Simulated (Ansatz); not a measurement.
Gas-phase reaction in SMILES: [SiH3]CCCO[SiH3] + 5 [H][H] (H2) → 3 C (CH4) + O (H2O) + 2 [SiH4] (SiH4)
Structures are relaxed separately at B3LYP-D3(BJ)/def2-TZVP in Ansatz (an electronic-structure program), one conformer each, not searched for the lowest.

Property: energy of full hydrogenation (electronic energy difference), in eV. Correlated levels leave the core frozen unless marked. Spin-orbit coupling is left out. No relativistic terms. Basis-set limits of correlation are two-point, X^-3; Hartree-Fock from the larger set.

```
level                                 program  energy of full hydrogenation (eV)  minus last row
------------------------------------  -------  ---------------------------------  --------------
r2SCAN/def2-TZVPD                      Ansatz                              -2.18           -0.02
PBE0/def2-TZVP                         Ansatz                              -2.42           -0.26
PBE0/def2-TZVPD                        Ansatz                              -2.50           -0.34
LC-wPBE/def2-TZVPD                     Ansatz                              -2.46           -0.30
RI-MP2/aug-cc-pV(T+d)Z                 Ansatz                              -2.02            0.14
SCS-MP2/cc-pV(T+d)Z                    Ansatz                              -2.16            0.00
CCSD(T)/6-31G                          Ansatz                              -2.22           -0.06
CCSD(T)/aug-cc-pV(T+d)Z                Ansatz                              -2.19           -0.03
CCSD(T)/cc-pV(Q+d)Z                    Ansatz                              -2.18           -0.02
CCSD(T)/CBS(cc-pV(T+d)Z,cc-pV(Q+d)Z)   Ansatz                              -2.16            0.00
```
